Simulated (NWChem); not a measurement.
System meant: MoN$_{2}$H$_{4}$O$_{2}$; SMILES [NH2][Mo]([NH2])(=[O])=[O]

Here is an NWChem input.

```
start job
memory heap 200 mb stack 900 mb global 1100 mb
geometry units angstroms noautoz
  Mo     0.000000     0.000000     0.061960
  O      1.415605     0.001712     0.969910
  O     -1.415605    -0.001712     0.969910
  N      0.001862    -1.594114    -1.025812
  H      0.841865    -2.086370    -1.316159
  H     -0.837096    -2.088267    -1.315919
  N     -0.001862     1.594114    -1.025812
  H      0.837096     2.088267    -1.315919
  H     -0.841865     2.086370    -1.316159
end
basis spherical
  * library def2-svp
end
ecp
  Mo library def2-ecp
end
dft
  xc pbe0
  iterations 4
  mulliken
end
task dft energy
```

End of the output:

```
    Atom       Charge   Shell Charges
 -----------   ------   -------------------------------------------------------
    1 Mo  14    13.88   0.00  0.99  0.91  0.30  0.11  5.62  0.96  0.32  3.23  1.28  0.17
    2 O    8     8.14   1.98  0.98  0.67  2.63  1.86  0.02
    3 O    8     8.14   1.98  0.98  0.67  2.63  1.86  0.02
    4 N    7     7.13   1.97  0.71  0.43  2.24  1.75  0.02
    5 H    1     0.90   0.58  0.19  0.13
    6 H    1     0.90   0.58  0.19  0.13
    7 N    7     7.13   1.97  0.71  0.43  2.24  1.75  0.02
    8 H    1     0.90   0.58  0.19  0.13
    9 H    1     0.90   0.58  0.19  0.13

 center of mass
 --------------
 x =   0.00000000 y =   0.00000000 z =   0.07311171

 moments of inertia (a.u.)
 ------------------
         555.649087509620           0.000000000000           0.000000000000
           0.000000000000         477.847712288106          -0.000000000000
           0.000000000000          -0.000000000000         555.943058678186

     Multipole analysis of the density
     ---------------------------------

     L   x y z        total         alpha         beta         nuclear
     -   - - -        -----         -----         ----         -------
     0   0 0 0      0.000000    -24.000000    -24.000000     48.000000

     1   1 0 0      0.000000      0.000000      0.000000      0.000000
     1   0 1 0      0.000000     -0.000000     -0.000000      0.000000
     1   0 0 1     -1.599927      1.363038      1.363038     -4.326003

     2   2 0 0    -35.308916    -79.937319    -79.937319    124.565722
     2   1 1 0      0.000000      0.000000      0.000000      0.000000
     2   1 0 1     -0.000000     -0.000000     -0.000000      0.000000
     2   0 2 0    -26.718296   -108.000310   -108.000310    189.282324
     2   0 1 1      0.000000      0.000000      0.000000      0.000000
     2   0 0 2    -34.431666    -82.665931    -82.665931    130.900196

 ------------------------------------------------------------------------
 dft energy failed                                                                                  0
 ------------------------------------------------------------------------
 ------------------------------------------------------------------------
  current input line :
    25: task dft energy
 ------------------------------------------------------------------------
 ------------------------------------------------------------------------
 This type of error is most commonly associated with calculations not reaching convergence criteria
 ------------------------------------------------------------------------
 For more information see the NWChem manual at https://nwchemgit.github.io

0:dft energy failed:Received an Error in Communication
```

Problem. What is wrong, and how is it mended?

Solution. Convergence was not reached. Cause: the SCF was allowed too few iterations. This input runs:
```
start job
memory heap 200 mb stack 900 mb global 1100 mb
geometry units angstroms noautoz
  Mo     0.000000     0.000000     0.061960
  O      1.415605     0.001712     0.969910
  O     -1.415605    -0.001712     0.969910
  N      0.001862    -1.594114    -1.025812
  H      0.841865    -2.086370    -1.316159
  H     -0.837096    -2.088267    -1.315919
  N     -0.001862     1.594114    -1.025812
  H      0.837096     2.088267    -1.315919
  H     -0.841865     2.086370    -1.316159
end
basis spherical
  * library def2-svp
end
ecp
  Mo library def2-ecp
end
dft
  xc pbe0
  iterations 150
  mulliken
end
task dft energy
```
It converges to -330.19335 Ha (PBE0/def2-SVP with def2 effective core potentials on Mo).
